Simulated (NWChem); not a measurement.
Program: NWChem. System: C$_{4}$H$_{5}$Cl, charge 0, spin multiplicity 1, at a geometry optimised with B3LYP/def2-SVP. The structure started from a generated list of species. Level: RHF/def2-TZVP.

Part of the output:

```
             Northwest Computational Chemistry Package (NWChem) 7.3.0
             --------------------------------------------------------

                                NWChem Input Module
                                -------------------

 Scaling coordinates for geometry "geometry" by  1.889725989
 (inverse scale =  0.529177249)

 Turning off AUTOSYM since
 SYMMETRY directive was detected!

                             Geometry "geometry" -> ""
                             -------------------------

 Output coordinates in angstroms (scale by  1.889725989 to convert to a.u.)

  No.       Tag          Charge          X              Y              Z
 ---- ---------------- ---------- -------------- -------------- --------------
    1 Cl                  17.0000     0.06466000    -1.78509200     0.00000000
    2 C                    6.0000     0.06258100    -0.05747100     0.00000000
    3 C                    6.0000     1.03241100     0.87043000     0.00000000
    4 C                    6.0000     0.02720700     2.01222600     0.00000000
    5 C                    6.0000    -1.09384800     0.91305000     0.00000000
    6 H                    1.0000     2.12256100     0.82916100     0.00000000
    7 H                    1.0000     0.03647100     2.65370500     0.89709800
    8 H                    1.0000     0.03647100     2.65370500    -0.89709800
    9 H                    1.0000    -1.73241200     0.89029900     0.89788600
   10 H                    1.0000    -1.73241200     0.89029900    -0.89788600

 Effective nuclear repulsion energy (a.u.)     200.4795497722

            Nuclear Dipole moment (a.u.)
            ----------------------------
        X                 Y               Z
 ---------------- ---------------- ----------------
     0.0000094486     0.0000283459     0.0000000000

      Symmetry information
      --------------------

 Group name             Cs
 Group number              2
 Group order               2
 No. of unique centers     8

      Symmetry unique atoms

     1    2    3    4    5    6    7    9


 Summary of "ao basis" -> "" (spherical)
 ------------------------------------------------------------------------------
       Tag                 Description            Shells   Functions and Types
 ---------------- ------------------------------  ------  ---------------------
 *                         def2-tzvp                  on all atoms

 Summary of "ao basis" -> "ao basis" (spherical)
[...]
              MO Center=  3.8D-01,  1.8D-01, -1.1D-14, r^2= 2.9D+00
   Bfn.  Coefficient  Atom+Function         Bfn.  Coefficient  Atom+Function
  ----- ------------  ---------------      ----- ------------  ---------------
    76     -0.252064   3 C  pz               17      0.250697   1 Cl pz
    79     -0.248778   3 C  pz               48     -0.239518   2 C  pz
    45     -0.233987   2 C  pz               20      0.223470   1 Cl pz
    82     -0.179169   3 C  pz

 Vector   24  Occ=0.000000D+00  E= 1.455381D-01  Symmetry=a'
              MO Center= -7.8D-01,  2.0D+00, -1.1D-13, r^2= 7.2D+00
   Bfn.  Coefficient  Atom+Function         Bfn.  Coefficient  Atom+Function
  ----- ------------  ---------------      ----- ------------  ---------------
   104      5.001832   4 C  s               135      2.605305   5 C  s
    73     -2.440010   3 C  s               170     -1.733801   7 H  s
   176     -1.733801   8 H  s               182     -1.527338   9 H  s
   188     -1.527338  10 H  s                80      1.047628   3 C  px
   143     -0.718131   5 C  py               81     -0.595760   3 C  py

 Vector   25  Occ=0.000000D+00  E= 1.457762D-01  Symmetry=a"
              MO Center=  5.2D-01,  4.4D-01, -4.8D-14, r^2= 3.7D+00
   Bfn.  Coefficient  Atom+Function         Bfn.  Coefficient  Atom+Function
  ----- ------------  ---------------      ----- ------------  ---------------
    82      0.986366   3 C  pz               51     -0.816204   2 C  pz
   182      0.462251   9 H  s               188     -0.462251  10 H  s
    20      0.306903   1 Cl pz              113     -0.300339   4 C  pz
    45     -0.265166   2 C  pz               48     -0.265568   2 C  pz
    76      0.237447   3 C  pz               79      0.168377   3 C  pz

 Vector   26  Occ=0.000000D+00  E= 1.698596D-01  Symmetry=a'
              MO Center= -4.4D-01,  1.6D+00, -2.5D-15, r^2= 9.4D+00
   Bfn.  Coefficient  Atom+Function         Bfn.  Coefficient  Atom+Function
  ----- ------------  ---------------      ----- ------------  ---------------
   135    -10.452379   5 C  s               104      9.748549   4 C  s
    42      4.186696   2 C  s                73     -2.601315   3 C  s
    80      2.140988   3 C  px              112     -1.962314   4 C  py
   182      1.925697   9 H  s               188      1.925697  10 H  s
   164     -1.590824   6 H  s               142     -1.534309   5 C  px

 center of mass
 --------------
 x =   0.02838722 y =  -0.20580415 z =   0.00000000

 moments of inertia (a.u.)
 ------------------
         706.508294230940          20.068284143237           0.000000000000
          20.068284143237         147.022806166256           0.000000000000
           0.000000000000           0.000000000000         830.339322585260

  Mulliken analysis of the total density
  --------------------------------------

    Atom       Charge   Shell Charges
 -----------   ------   -------------------------------------------------------
    1 Cl  17    17.11   2.01  0.45  1.52  1.09  0.82  4.18  1.69  1.08  2.79  1.41  0.02  0.04  0.01
    2 C    6     6.02   0.86  1.12  0.49  0.58  0.14  1.17  1.33  0.14  0.03  0.14  0.01
    3 C    6     6.18   0.86  1.12  0.50  0.58  0.15  1.21  1.32  0.35  0.02  0.07  0.01
    4 C    6     6.10   0.85  1.12  0.46  0.69 -0.01  1.22  1.35  0.30  0.02  0.08  0.01
    5 C    6     6.13   0.85  1.12  0.46  0.70 -0.02  1.22  1.35  0.32  0.02  0.08  0.01
    6 H    1     0.86   0.26  0.49  0.09  0.02
    7 H    1     0.90   0.26  0.50  0.12  0.02
    8 H    1     0.90   0.26  0.50  0.12  0.02
    9 H    1     0.90   0.26  0.50  0.11  0.02
   10 H    1     0.90   0.26  0.50  0.11  0.02

       Multipole analysis of the density wrt the origin
       ------------------------------------------------

     L   x y z        total         open         nuclear
     -   - - -        -----         ----         -------
     0   0 0 0      0.000000      0.000000     46.000000

     1   1 0 0     -0.030053      0.000000      0.000009
     1   0 1 0      0.715723      0.000000      0.000028
     1   0 0 1     -0.000000      0.000000      0.000000

     2   2 0 0    -26.300504      0.000000     86.361544
     2   1 1 0      0.205726      0.000000    -12.095570
     2   1 0 1     -0.000000      0.000000      0.000000
     2   0 2 0    -27.874300      0.000000    372.785090
     2   0 1 1      0.000000      0.000000      0.000000
     2   0 0 2    -28.154842      0.000000     11.505856

 Task  times  cpu:       70.4s     wall:       70.4s

 Total times  cpu:       70.5s     wall:       70.5s
```

Problem. Write an NWChem input that would produce this output.

Solution. Several could match; the one computed here: 
```
start mol
memory heap 200 mb stack 800 mb global 1000 mb
geometry units angstroms nocenter noautoz
  Cl     0.064660    -1.785092     0.000000
  C      0.062581    -0.057471     0.000000
  C      1.032411     0.870430     0.000000
  C      0.027207     2.012226     0.000000
  C     -1.093848     0.913050     0.000000
  H      2.122561     0.829161     0.000000
  H      0.036471     2.653705     0.897098
  H      0.036471     2.653705    -0.897098
  H     -1.732412     0.890299     0.897886
  H     -1.732412     0.890299    -0.897886
  symmetry group Cs
end
basis spherical
  * library def2-tzvp
end
scf
  rhf
  nopen 0
  maxiter 100
  thresh 1e-7
  semidirect memsize 60000000 filesize 0
end
task scf energy
```
